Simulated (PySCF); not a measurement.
# Radial density of Er³⁷⁺ (erbium, charge +37)

UHF, [Ar] 3d10 4s2 4p1, 2P determinant. All numbers are calculated (PySCF 2.14, the non-relativistic Hamiltonian (point nucleus), in an even-tempered Gaussian basis (17 s from 3.3 bohr⁻², ratio 2.5; 12 p from 4.3 bohr⁻², ratio 2.5; 8 d from 7.7 bohr⁻², ratio 2.5; 4 f from 22 bohr⁻², ratio 2.7; 4 g from 34 bohr⁻², ratio 2.7)).

| r (bohr) | 4πr²ρ (e/bohr) | 4πr²(ρα − ρβ) |
| --- | --- | --- |
| 0.000462 | 0.5673 | 0.0000 |
| 0.000778 | 1.537 | 0.0000 |
| 0.00131 | 4.048 | 0.0000 |
| 0.00220 | 10.14 | 0.0002 |
| 0.00370 | 23.41 | 0.0008 |
| 0.00622 | 47.08 | 0.0043 |
| 0.0105 | 75.53 | 0.0240 |
| 0.0176 | 86.54 | 0.1137 |
| 0.0296 | 77.60 | 0.3742 |
| 0.0498 | 102.2 | 0.5691 |
| 0.0838 | 109.4 | 0.0366 |
| 0.141 | 90.12 | 0.8775 |
| 0.237 | 79.95 | 0.2118 |
| 0.399 | 16.72 | 2.5532 |
| 0.671 | 3.133 | 1.0622 |
| 1.13 | 0.02463 | 0.0058 |

A non-relativistic calculation at this Z misses sizeable relativistic shifts. Spin-orbit coupling, absent here, splits the open shell strongly.
